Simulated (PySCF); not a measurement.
Atom-mapped SMILES (the numbers label the heavy atoms): `[CH2:1]=[CH:2][C:3]#[C:4][C:5]([CH3:6])=[S:7]` (H(Xn): hydrogen on atom n). Ha(C1) is cis to C3; Hb(C1) is trans to C3.

Geometry: GFN2-xTB; GIAO absolute shieldings from PySCF 2.14, gas phase, non-relativistic, averaged over equivalent atoms.

At mPW1PW91/pcSseg-1 (156 basis functions, 33 s wall time on 1 thread of an x86-64 server CPU, shared host):
| atoms | σ (ppm) |
| --- | --- |
| C5 | -55.1 |
| C1 | 35.2 |
| C2 | 61.4 |
| C3 | 74.0 |
| C4 | 81.9 |
| C6 | 140.9 |
| S7 | -724.8 |
| Ha(C1) | 25.04 |
| Hb(C1) | 25.30 |
| H(C2) | 25.44 |
| H(C6) | 28.61 |

Estimate the result of repeating the calculation with HF/aug-pcSseg-1.

Results:


```
 atoms  σ at HF/aug-pcSseg-1  change
    C5                 -70.5   -15.4
    C1                  41.6    +6.4
    C2                  71.7   +10.3
    C3                  72.7    -1.3
    C4                 105.7   +23.8
    C6                 152.7   +11.8
    S7                -454.9  +269.9
Ha(C1)                 25.32   +0.28
Hb(C1)                 25.68   +0.38
 H(C2)                 25.78   +0.34
 H(C6)                 29.04   +0.43
```

The largest change is at S7 (thione sulfur). Cost: 243 basis functions, 31 s wall time on 1 thread of an x86-64 server CPU, shared host. The order of the carbon signals is the same at both levels.
